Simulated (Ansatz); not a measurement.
CHBOS2, SMILES `O=C1SB1S`. Charge 0, multiplicity 1.

```xyz
6

O     0.536    0.405    2.131
C     0.135    0.189    1.087
S    -2.047   -0.191    0.420
B    -0.474   -0.103   -0.272
S     0.294   -0.261   -1.886
H     1.555   -0.039   -1.479
```

(1) List the harmonic frequencies (cm⁻¹, unscaled) at PBE0-D4/def2-TZVP in Ansatz. (Estimate.)

(2) Is this a minimum?

(3) Give the ideal-gas thermochemistry at 298.15 K and 1 bar (rigid rotor, harmonic oscillator; point group Cs, symmetry number 1).

(4) Rotational constants (cm⁻¹)?

Results:

(1) The calculation gave: 121, 207, 229, 325, 440, 485, 544, 781, 999, 1134, 2172, 2710.

(2) Yes, all 12 modes are real.

(3) Zero-point energy 60.7 kJ/mol; H(298) − E = 78.5 kJ/mol; entropy 326.9 J/(mol·K), of which translation 166.8, rotation 115.0, vibration 45.1; G(298) − E = -19.0 kJ/mol.

(4) 0.143, 0.07633, 0.04977.
